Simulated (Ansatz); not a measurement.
Consider the cleavage of the Si–B bond: `CB(N)[SiH2]C#N` + CH₃OH → `CO[SiH2]C#N` + `CBN`.

Gas-phase electronic energies from Ansatz, PBE0-D4/def2-TZVP geometries. CCSD(T)/CBS is the MP2 limit (def2-TZVPP, def2-QZVPP) plus CCSD(T) − MP2 in def2-TZVPP, frozen cores. This one scheme is used for every species. DFT in def2-TZVPP. B3LYP here is the variant with VWN-RPA as its local correlation; programs differ in this. Each species was taken in one conformer, which may not be the lowest.

| level | ΔE (kJ/mol) | difference from CCSD(T)/CBS |
| --- | --- | --- |
| r2SCAN-D4 | -99.5 | 3.8 |
| PBE0-D4 | -88.1 | 15.2 |
| B3LYP-D4 | -103.5 | -0.2 |
| B2PLYP | -109.9 | -6.6 |
| PBE | -83.6 | 19.7 |
| B3LYP | -106.7 | -3.4 |
| HF/def2-TZVPP | -128.7 | -25.4 |
| MP2/def2-TZVPP | -109.8 | -6.5 |
| SCS-MP2/def2-QZVPP | -114.0 | -10.7 |
| MP2/CBS(def2) | -109.8 | -6.5 |
| CCSD(T)/CBS | -103.3 | 0 |

Largest T1 diagnostic among the species: 0.013.

In def2-TZVPP, CCSD(T) changes the Hartree–Fock value by +25.3 kJ/mol (the triples alone add +3.4 kJ/mol) and MP2 by +18.8 kJ/mol. The D4 term adds +3.3 kJ/mol with B3LYP and +2.1 kJ/mol with PBE0; it sums over pairs of atoms, weighted by their polarisabilities, and B3LYP, whose exchange is more repulsive, gets the larger term.
